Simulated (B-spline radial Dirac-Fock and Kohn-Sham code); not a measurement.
**Fe⁺ 4s: cross section and angular parameters**

System: Fe⁺, 1s2 2s2 2p6 3s2 3p6 3d6 4s1; threshold 15.31 eV (orbital energy of the model). Calculated with a radial B-spline solver, using Dirac-Hartree-Slater photoionisation with a Latter tail; cross sections with all multipoles, angular parameters from the dipole term and its interference with E2.

```csv
hν (eV),σ (kb),β,γ
59.9,53.0,1.998,0.124
60,52.9,1.998,0.125
65.3,48.0,1.998,0.134
77.1,40.2,1.998,0.152
79.4,39.0,1.998,0.154
80,38.7,1.998,0.155
81.9,37.7,1.998,0.157
146,19.0,1.999,0.179
208,11.6,1.999,0.152
220,10.7,1.999,0.145
238,?,?,?
242,9.27,1.999,0.131
254,8.60,1.999,0.124
464,3.25,1.999,0.012
501,2.85,1.999,-0.002
504,2.82,1.999,-0.003
800,1.27,1.999,-0.054
880,1.07,1.999,-0.056
1180,0.617,2.000,-0.034
1350,0.476,2.000,-0.008
2000,0.216,2.000,0.126
2970,0.0945,1.999,0.348
2984.4,0.0935,1.999,0.351
4000,0.0493,1.999,0.577
4230,0.0434,1.999,0.627
4790,0.0327,1.999,0.744
6000,0.0194,1.999,0.978
7290,0.0121,1.999,1.203
12000,0.00349,1.999,1.878
```

Task: Give the values at 238 eV.

Result: σ = 9.50 kb, β = 1.999, γ = 0.134. For an s subshell δ is negligible.
